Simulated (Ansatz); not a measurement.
`NC(Cl)=[Se]` + H₂ → `NC=[Se]` + HCl at 500 K and 1 bar (hydrogenolysis of a C–Cl bond).

Gas-phase electronic energies from Ansatz, PBE0-D4/def2-TZVP geometries. CBS: MP2 limit from def2 TZ/QZ plus the TZ coupled-cluster correction, frozen cores. This one scheme is used for every species. For Se outer-core shells are correlated without core-valence functions, which leaves a few kJ/mol of doubt a bond. Scalar relativity is left out up to krypton. One conformer a species, not always the lowest.

```tsv
species	CCSD(T)/CBS energy (Eh)	H − E (kJ/mol)	S (J/(mol·K))
`NC(Cl)=[Se]`	-2954.42713	121.0	349.6
H₂	-1.17544	41.0	145.5
`NC=[Se]`	-2495.24969	140.0	311.2
HCl	-460.38127	32.5	201.9
```

H − E and S are ideal-gas, rigid-rotor, harmonic terms from PBE0-D4/def2-TZVP, for one conformer and one mirror image of each species. The MP2-based limit puts H₂ 0.8 mEh under its directly extrapolated value; such offsets cancel only in part. 1 Eh = 2625.50 kJ/mol, R = 8.31446 J/(mol·K).

Task: By hand: ΔE, ΔH, ΔS and ΔG.

Result: ΔE = (-2495.24969) + (-460.38127) − (-2954.42713) − (-1.17544) = -0.02839 Eh = -74.5 kJ/mol. Δ(H − E) = 140.0 + 32.5 − 121.0 − 41.0 = 10.5, so ΔH = -64.0 kJ/mol. ΔS = 311.2 + 201.9 − 349.6 − 145.5 = 18.0 J/(mol·K). ΔG = -64.0 − 500 × (18.0)/1000 = -73.0 kJ/mol.

Task: By hand: the equilibrium constant, and the temperature at which ΔG would vanish if ΔH and ΔS stayed fixed.

Result: log₁₀ K = −ΔG/(RT ln 10) = 7.6. ΔH and −TΔS have one sign here, so there is no such temperature.

ΔH outweighs TΔS. A doubt of 5 kJ/mol in ΔE shifts log₁₀ K by 0.5 here. Other conformers and mirror images would add mixing entropy, several J/(mol·K) or more a flexible species. These are equilibria of isolated gas molecules and say nothing of rates. Largest T1 diagnostic: 0.017 (customary marks: 0.02 for closed shells, 0.045 for open ones).
